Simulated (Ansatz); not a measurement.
Geometry optimisation, RKS BLYP/STO-3G (Ansatz).

Input:

```yaml
crystal:
  periodic: [false, false, false]
  atoms:
    - { symbol: Si, position_ang: [0.0, 0.0, 0.0] }
    - { symbol: Cl, position_ang: [0.0, 0.0, 2.13] }
    - { symbol: Si, position_ang: [2.0935, 0.0, -0.7393] }
    - { symbol: H, position_ang: [2.5508, -1.3762, -0.9079] }
    - { symbol: H, position_ang: [2.1573, 0.6939, -2.0222] }
    - { symbol: H, position_ang: [2.951, 0.6823, 0.2255] }
    - { symbol: F, position_ang: [-0.7489, 1.2974, -0.5295] }
    - { symbol: F, position_ang: [-0.7489, -1.2974, -0.5295] }
basis:
  gaussian: { orbitals: STO-3G }
hamiltonian:
  xc: blyp
relax:
  f_tol: 0.02
  max_steps: 40
output:
  orbitals: {}
```

Command:

```bash
$ ansatz run input.yaml --threads 1 --pin off --max-ram 2048MiB --backend cpu --events-out ev --progress --plain --runs-dir out
```

Where does it end, and by what steps?

The forces met the threshold. Limits of this set-up: minimal basis. After 4 steps the energy has fallen by 0.271 eV; F8 moved furthest, 0.15 Å.

```
step  energy less start (eV)  largest force component (eV/Å)  accepted
   0                  0.0000                           1.728       yes
   1                 -0.2120                           0.832       yes
   2                 -0.2533                           0.385       yes
   3                 -0.2702                           0.088       yes
   4                 -0.2714                           0.019       yes
```

```xyz
8
Properties=species:S:1:pos:R:3
Si -0.007 0.002 -0.014
Cl -0.049 -0.030 2.153
Si 2.173 0.001 -0.758
H 2.648 -1.368 -0.903
H 2.250 0.659 -2.054
H 3.026 0.708 0.184
F -0.886 1.320 -0.472
F -0.900 -1.293 -0.509
```

Time of the run: 14 s on 1 thread of Arm Neoverse V1, with other jobs on the host, peak memory 0.12 GiB.
